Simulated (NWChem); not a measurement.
# CH3ClCrO2; SMILES [CH3][Cr](=[O])(=[O])[Cl]

All runs: NWChem. Structure relaxed at the PBE0/def2-SVP level. No frequency run checked for a minimum. Level MN15/def2-SVP: energy and gradient on several grids; changes count from the extra-fine grid, which is no exact limit either.

**Question.** Which is the coarsest grid (coarse; fine; xcoarse; xfine; medium) from which on the energy stays within 50 μHa and each gradient component within 100 μHa/bohr of xfine?

**Answer.** medium.
```
grid     size of the energy change (μHa)  largest change of a gradient component (μHa/bohr)
-------  -------------------------------  -------------------------------------------------
xcoarse                            10000                                               5000
coarse                               700                                                 70
medium                              < 10                                               < 30
fine                                < 10                                               < 30
xfine                               < 10                                               < 30
```
